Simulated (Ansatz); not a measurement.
Saddle point of Si$_{4}$H$_{12}$ClO$_{4}$F, closed shell (Si₄H₉ClO₃ ([SiH3][O][Si]([Cl])([O][SiH3])[O][SiH3]) + H₂O + HF → Si₃H₆ClO₂F ([F][Si]([Cl])([O][SiH3])[O][SiH3]) + SiH₄O ([OH][SiH3]) + H₂O (still joined by a long Si–O bond); bonds formed: Si1–F10, O2–H11, H9–O12; bonds broken: H9–F10, H11–O12; bonds weakened to dative contacts: Si1–O2), PBE0-D4/def2-TZVP structure:

Si1  (0.190, -0.166, 0.561)
O2  (-1.369, -0.372, -0.105)
Si3  (-2.360, 0.957, -0.413)
O4  (1.554, -0.085, -0.330)
Si5  (2.677, -1.111, -0.958)
O6  (-0.074, 1.493, 0.647)
Si7  (0.933, 2.787, 0.582)
Cl8  (0.314, -0.523, 2.595)
H9  (-0.764, -2.648, 0.133)
F10  (0.321, -2.043, 0.344)
H11  (-1.889, -1.684, -0.175)
O12  (-1.830, -2.745, -0.125)
H13  (-1.798, 1.854, -1.444)
H14  (-3.564, 0.287, -0.983)
H15  (-2.768, 1.664, 0.818)
H16  (3.273, -1.969, 0.096)
H17  (3.734, -0.259, -1.557)
H18  (2.080, -1.960, -2.019)
H19  (1.396, 3.035, -0.808)
H20  (2.113, 2.587, 1.462)
H21  (0.162, 3.968, 1.047)
H22  (-2.331, -3.067, 0.632)
(Å)

Energies are electronic, without zero-point energy. Barriers and step energies count from the start structure reached by relaxing down the imaginary mode; all methods use the PBE0-D4 structures, on which another method's saddle can fall below an end. Program: Ansatz 0.2.0. Basis: def2-TZVPP, with def2-QZVPP for the basis limit. Cores are frozen in the correlated methods. B3LYP uses VWN-RPA correlation. Extrapolation: Hartree–Fock as exp(−7.88 √X), correlation as X^−2.97.

| method | barrier (eV) | step energy (eV) |
| --- | --- | --- |
| SPW92 | -0.003 | -0.088 |
| PBE-D4 | 0.588 | 0.340 |
| BLYP-D4 | 0.792 | 0.508 |
| r2SCAN-D4 | 0.599 | 0.308 |
| B97M-V | 0.774 | 0.340 |
| PBE0-D4 | 0.699 | 0.367 |
| B3LYP-D4 | 0.857 | 0.512 |
| r2SCAN0-D4 | ? | 0.343 |
| BHLYP-D4 | 0.972 | 0.525 |
| CAM-B3LYP-D4 | 0.786 | 0.447 |
| wB97X-V | 0.769 | 0.382 |
| wB97M-V | 0.707 | 0.312 |
| B2PLYP | ? | 0.533 |
| PBE-QIDH | 0.756 | 0.372 |
| RPA on PBE | ? | 0.419 |
| HF | 1.605 | 0.951 |
| MP2 | 0.778 | 0.407 |
| CCSD | 0.949 | 0.492 |
| CCSD(T) | 0.821 | 0.415 |

(1) Fill in the withheld barriers. (An estimate is asked for; the value comes from the calculation.)

T1 diagnostic: at most 0.012.

## Answers

(1) The calculation gives: B2PLYP 0.903; RPA on PBE 0.812; r2SCAN0-D4 0.695 eV. Each is the energy of the saddle less that of the start structure, by the same method.

For comparison, the barrier by CCSD(T) at an estimated basis limit (MP2 extrapolated from triple and quadruple zeta, plus CCSD(T) − MP2 in triple zeta) is 0.841 eV.

Steps of this kind, hydrogen fluoride cutting a network bond, underlie vapour etching and the fluorination step of atomic layer etching. Here a small cluster stands in for the surface site.

Labels in which every atom is bracketed show which atoms are joined, not bond orders.

For scale, one of the runs: CCSD(T)/def2-TZVPP, 533 basis functions, launched by `ansatz run in.yaml --threads 11 --pin off --events-out ev --progress --plain --max-ram 166912MiB --backend cuda --devices 0, --max-vram 75GiB`. Hardware: 11 CPU threads of an AMD EPYC 7R13 and one NVIDIA H100, shared host. Wall time 41 s; peak host memory 1.4 GiB.
